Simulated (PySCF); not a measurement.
## Which is lower?

The two ends of one reaction step of SiNH₅ClF, singlet (PBE0-D4/def2-TZVP).

A:

Si1  (-0.572, -0.813, -0.269)
Cl2  (1.284, -1.527, 0.420)
H3  (-0.949, -1.729, -1.364)
H4  (-1.447, -0.900, 0.916)
N5  (-0.520, 0.775, -0.851)
H6  (1.458, 0.418, 1.460)
F7  (1.200, 1.273, 1.729)
H8  (-0.299, 1.525, -0.212)
H9  (-0.181, 0.967, -1.780)
(Å)

B:

```csv
atom,x (Å),y (Å),z (Å)
Si1,-1.0387,0.0641,0.4077
Cl2,2.5864,-1.2711,-0.3788
H3,-1.5761,-1.2099,-0.1115
H4,-2.0104,0.8734,1.1722
N5,-0.4373,0.9922,-0.8714
H6,1.8038,-0.9479,0.5909
F7,0.0967,-0.3738,1.4791
H8,-0.2702,1.9800,-0.7742
H9,0.1395,0.5847,-1.5900
```

Computed with PySCF 2.14 with density fitting (its default auxiliary sets; JK sets also for MP2 and CCSD(T)) (basis: def2-TZVPP); correlated methods freeze the cores. B3LYP uses VWN-RPA correlation.

**Question.** Which structure is lower at CCSD(T), and by how much? (To be estimated.)

**Answer.** The calculation gives: B, by 39.6 kJ/mol (electronic energy, against the other). By their contacts, A is a complex of SiNH₄Cl ([NH2][SiH2][Cl]) + HF and B is a complex of SiNH₄F ([NH2][SiH2][F]) + HCl.

All methods give the same order:

| method | E(B) − E(A) (kJ/mol) |
| --- | --- |
| SPW92 | -25.5 |
| PBE-D4 | -26.0 |
| r2SCAN-D4 | -34.6 |
| PBE0-D4 | -27.8 |
| B3LYP-D4 | -38.3 |
| BHLYP-D4 | -41.8 |
| wB97M-V | -35.6 |
| HF | -52.1 |
| MP2 | -35.1 |
| CCSD | -42.3 |
| CCSD(T) | -39.6 |

No T1 diagnostic of these runs exceeds 0.010.

Labels in which every atom is bracketed show which atoms are joined, not bond orders.

For scale, one of the runs: CCSD(T)/def2-TZVPP, 216 basis functions, launched by `OMP_NUM_THREADS=4 python run.py`. Hardware: 4 CPU threads of an AMD EPYC 7B13, shared host. Wall time 5.7 min; peak host memory 3.4 GiB.
